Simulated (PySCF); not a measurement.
[C19H18P]+: Computed beside measured shifts

System: [C19H18P]+ (measured compound), SMILES C[P+](c1ccccc1)(c1ccccc1)c1ccccc1.

Atom-mapped SMILES (hydrogens are numbered by the atom that bears them): [CH3:1][P+:2]([c:3]1[cH:4][cH:5][cH:6][cH:7][cH:8]1)([c:9]1[cH:10][cH:11][cH:12][cH:13][cH:14]1)[c:15]1[cH:16][cH:17][cH:18][cH:19][cH:20]1

Method: GIAO KT3/pcSseg-2, gas phase, PySCF SCF with an in-house response code, fitting set def2-universal-JFIT, grid level 2, non-relativistic, on the PBE0-D3(BJ)/def2-SVP geometry.

One optimised conformer. Values are averaged over the atoms that symmetry or fast rotation interchanges, on this one geometry and without vibrational averaging. Shifts are the reference shielding less the shielding here, at the same level (13C, 1H against isolated TMS; 31P against isolated H3PO4); nuclei without a reference have shieldings only.

**Question.** What shifts does this level give for P2, P2, and how do they compare with measurement?

**Answer.** 
```tsv
atom	nucleus	computed / ppm	measured / ppm	computed less measured	measured against	medium of the measurement
P2	31P	6.5	23	-16.5	85 % H3PO4	not stated
P2	31P	6.5	22.2	-15.7	85 % H3PO4	CDCl3
```

Computed 19F and 31P shifts carry an offset from the reference molecule (CFCl3 is hard for DFT, lone H3PO4 or PH3 isn't the 85 % acid), so differences between compounds are more accurate than the values.

Measured values: B. Maryasin, H. Zipse, Phys. Chem. Chem. Phys. 13 (2011) 5150; E. Pretsch, P. Bühlmann, M. Badertscher, Structure Determination of Organic Compounds, 4th ed., Springer 2009.
